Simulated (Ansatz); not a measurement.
Molecular dynamics, step by step

GeSiH$_{7}$F, singlet, revPBE-D4/cc-pVDZ (Ansatz 0.2.0). Settings (timestep in fs, temperature in K; T counts 24 degrees of freedom):

```yaml
hamiltonian: {xc: {name: revPBE}, dispersion: d4}
md: {n_steps: 80, timestep: 0.5, temperature: 300, ensemble: nve, seed: 78, initial_velocities: maxwell_boltzmann}
```

Start, the saddle point found with PBE0-D4 in triple zeta (not stationary at another level):

Ge1  (-0.556, -1.211, 0.000)
F2  (1.398, -1.319, 0.656)
H3  (-0.208, -2.173, -1.134)
H4  (-1.016, -1.797, 1.333)
H5  (-1.702, -0.287, -0.517)
H6  (1.003, -0.183, 0.358)
Si7  (0.318, 1.382, -0.104)
H8  (1.569, 2.136, 0.196)
H9  (-0.781, 1.898, 0.750)
H10  (-0.024, 1.553, -1.538)
(Å)

```json
{"step": "0", "time (fs)": "0.00", "potential energy less the start (meV)": "0.0", "kinetic energy (meV)": "310.2", "T (K)": "300"}
{"step": "5", "time (fs)": "2.50", "potential energy less the start (meV)": "31.1", "kinetic energy (meV)": "279.1", "T (K)": "270"}
{"step": "10", "time (fs)": "5.00", "potential energy less the start (meV)": "156.0", "kinetic energy (meV)": "154.8", "T (K)": "150"}
{"step": "15", "time (fs)": "7.50", "potential energy less the start (meV)": "191.5", "kinetic energy (meV)": "119.1", "T (K)": "115"}
{"step": "20", "time (fs)": "10.00", "potential energy less the start (meV)": "170.4", "kinetic energy (meV)": "139.9", "T (K)": "135"}
{"step": "25", "time (fs)": "12.50", "potential energy less the start (meV)": "202.2", "kinetic energy (meV)": "108.6", "T (K)": "105"}
{"step": "30", "time (fs)": "15.00", "potential energy less the start (meV)": "149.2", "kinetic energy (meV)": "161.3", "T (K)": "156"}
{"step": "35", "time (fs)": "17.50", "potential energy less the start (meV)": "67.1", "kinetic energy (meV)": "243.0", "T (K)": "235"}
{"step": "40", "time (fs)": "20.00", "potential energy less the start (meV)": "100.7", "kinetic energy (meV)": "209.8", "T (K)": "203"}
{"step": "45", "time (fs)": "22.50", "potential energy less the start (meV)": "129.7", "kinetic energy (meV)": "180.9", "T (K)": "175"}
{"step": "50", "time (fs)": "25.00", "potential energy less the start (meV)": "102.5", "kinetic energy (meV)": "207.7", "T (K)": "201"}
{"step": "55", "time (fs)": "27.50", "potential energy less the start (meV)": "138.4", "kinetic energy (meV)": "172.2", "T (K)": "167"}
{"step": "60", "time (fs)": "30.00", "potential energy less the start (meV)": "135.5", "kinetic energy (meV)": "175.4", "T (K)": "170"}
{"step": "65", "time (fs)": "32.50", "potential energy less the start (meV)": "13.3", "kinetic energy (meV)": "297.0", "T (K)": "287"}
{"step": "70", "time (fs)": "35.00", "potential energy less the start (meV)": "-62.0", "kinetic energy (meV)": "372.5", "T (K)": "360"}
{"step": "75", "time (fs)": "37.50", "potential energy less the start (meV)": "-124.4", "kinetic energy (meV)": "435.1", "T (K)": "421"}
{"step": "80", "time (fs)": "40.00", "potential energy less the start (meV)": "-271.2", "kinetic energy (meV)": "581.6", "T (K)": "562"}
```

Step 25, positions (Å) and forces (eV/Å):

```tsv
atom	x	y	z	Fx	Fy	Fz
Ge1	-0.546	-1.211	0.003	-0.462	0.445	-0.118
F2	1.364	-1.306	0.651	0.613	-0.247	0.359
H3	-0.252	-2.079	-1.203	0.132	-0.280	-0.529
H4	-1.039	-1.996	1.219	-0.149	-0.045	0.332
H5	-1.698	-0.224	-0.438	-0.224	-0.170	0.049
H6	1.020	-0.124	0.511	-0.196	-0.090	-0.282
Si7	0.303	1.387	-0.109	1.192	-1.062	-0.100
H8	1.699	1.873	0.103	0.262	0.589	0.158
H9	-0.665	1.897	0.833	-0.805	0.719	0.499
H10	0.070	1.457	-1.568	-0.363	0.140	-0.367
```

Step 30, positions (Å) and forces (eV/Å):

| atom | x | y | z | Fx | Fy | Fz |
| --- | --- | --- | --- | --- | --- | --- |
| Ge1 | -0.545 | -1.211 | 0.003 | -0.318 | 0.220 | -0.182 |
| F2 | 1.363 | -1.306 | 0.654 | 0.461 | -0.212 | 0.299 |
| H3 | -0.269 | -2.053 | -1.232 | 0.171 | -0.229 | -0.440 |
| H4 | -1.059 | -2.012 | 1.192 | -0.097 | -0.151 | 0.445 |
| H5 | -1.727 | -0.267 | -0.409 | -0.253 | 0.076 | -0.001 |
| H6 | 1.019 | -0.105 | 0.503 | -0.249 | -0.153 | -0.245 |
| Si7 | 0.305 | 1.385 | -0.110 | 0.524 | -0.764 | 0.282 |
| H8 | 1.681 | 1.882 | 0.098 | 0.560 | 0.649 | 0.141 |
| H9 | -0.663 | 1.967 | 0.829 | -0.468 | 0.444 | 0.199 |
| H10 | 0.041 | 1.461 | -1.557 | -0.331 | 0.121 | -0.496 |

Step 40, positions (Å) and forces (eV/Å):

```tsv
atom	x	y	z	Fx	Fy	Fz
Ge1	-0.544	-1.212	0.002	-0.658	-0.917	-0.393
F2	1.365	-1.308	0.661	0.083	-0.204	0.140
H3	-0.276	-2.021	-1.335	0.046	0.301	0.476
H4	-1.103	-2.062	1.199	0.312	0.132	-0.125
H5	-1.819	-0.335	-0.352	0.157	0.204	0.029
H6	0.974	-0.093	0.450	-0.090	-0.088	-0.041
Si7	0.312	1.377	-0.108	-0.091	1.166	0.263
H8	1.713	1.997	0.105	-0.411	0.000	-0.146
H9	-0.698	2.148	0.821	0.567	-0.578	-0.634
H10	-0.062	1.487	-1.591	0.084	-0.017	0.431
```

Last step (80):

```tsv
atom	x (Å)	y (Å)	z (Å)
Ge1	-0.5539	-1.2399	-0.0007
F2	1.3479	-1.3454	0.6939
H3	-0.2005	-1.7134	-1.4526
H4	-0.8874	-2.3078	1.1120
H5	-1.6240	-0.0696	-0.0237
H6	0.8992	0.1612	0.4271
Si7	0.3431	1.4516	-0.1164
H8	1.6408	2.3153	-0.1731
H9	-0.7378	2.0537	0.7768
H10	-0.1903	1.3537	-1.5528
```

The run took about 2.5 min on 4 CPU threads of an Intel Xeon (shared host).
